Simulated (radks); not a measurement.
Values are calculated unless marked as measured or tabulated.
All-electron atom: La4+ in [Kr] 4d10 5s2 5p5. Code: a radial shooting solver on a logarithmic mesh with Libxc functionals. Model: non-relativistic Kohn-Sham, PBEsol, spin-polarised, spherical densities, point nucleus; open shells are filled with parallel spins first (spin-orbit coupling, left out, can overturn this in heavy ions); relativity is left out, which matters for an element this heavy. Some entries of the table are withheld. Estimate them.

| orbital | occ. | eigenvalue (hartree) | <1/r> (bohr^-1) |
|---|---|---|---|
| 1s up | 1 | -1357.765 | 56.45 |
| 1s down | 1 | -1357.763 | 56.45 |
| 2s up | 1 | -211.3146 | 13.02 |
| 2s down | 1 | -211.3132 | 13.02 |
| 2p up | 3 | -199.7417 | 13.04 |
| 2p down | 3 | -199.7396 | 13.04 |
| 3s up | 1 | -46.27163 | 4.813 |
| 3s down | 1 | -46.26944 | 4.813 |
| 3p up | 3 | -41.29264 | 4.745 |
| 3p down | 3 | -41.29016 | 4.745 |
| 3d up | 5 | -32.01345 | 4.626 |
| 3d down | 5 | -32.01111 | 4.626 |
| 4s up | 1 | -10.39256 | 2.031 |
| 4s down | 1 | -10.38795 | 2.031 |
| 4p up | 3 | -8.55110 | 1.938 |
| 4p down | 3 | -8.54617 | 1.938 |
| 4d up | 5 | -5.33041 | (1) |
| 4d down | 5 | -5.32415 | (2) |
| 5s up | 1 | -2.62588 | 0.8350 |
| 5s down | 1 | -2.59336 | 0.8360 |
| 5p up | 3 | -2.09649 | 0.7568 |
| 5p down | 2 | -2.06382 | 0.7562 |

Answer. 
(1) 4d up <1/r> (bohr^-1): 1.732
(2) 4d down <1/r> (bohr^-1): 1.733
